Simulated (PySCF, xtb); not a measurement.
Si(Cl)(Br)(Me)(NH2) (CH5BrClNSi), SMILES C[Si](N)(Cl)Br.

GFN2-xTB (xtb 6.7.1) at its own geometry gives an orbital gap of 6.44 eV and a dipole moment of 6.19 D.

Geometry optimised at PBE0-D3(BJ)/def2-SVP. The values are those of a single conformer.

**Question.** What does PBE/def2-TZVP (PySCF) give? (Estimate from the structure and the level; the computed values follow.)

**Answer.** gap 5.97 eV (levels -6.48 and -0.51 eV), dipole 2.48 D.
